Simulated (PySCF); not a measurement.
Diatomics of Ti with the chalcogens

r²SCAN with triple-zeta basis sets in PySCF, for the lowest determinant that a PBE0 search found; no spin–orbit coupling. De refers to high-spin ground-configuration atoms. A positive dipole means M(−)Ti(+).

| M | basis | state (unpaired electrons) | Re (Å) | ωe (cm⁻¹) | De (eV) | μ (D) |
| --- | --- | --- | --- | --- | --- | --- |
| O | def2-TZVPP | triplet (σ ↑, δ ↑) | 1.610 | 1041 | n/a | 3.44 |
| S | def2-TZVPP | triplet (σ ↑, δ ↑) | 2.077 | 572 | n/a | 5.21 |
| Se | x2c-TZVPPall | triplet (σ ↑, δ ↑) | 2.207 | 421 | n/a | 5.43 |

The shortest bond is that of TiO (1.610 Å), the longest that of TiSe (2.207 Å).

The rows differ in basis set, which adds steps of its own.

Down a group the atoms grow and get heavier, so bonds lengthen and wavenumbers fall; this series shows no clear exception.

De is left out where the level can put another filling of the metal’s s and d shells below the measured ground configuration, by anything from nothing to about 1 eV. Spin–orbit coupling is left out. The state is the lowest single determinant that the PBE0 search found; with open d or f shells the true ground state can be another one.
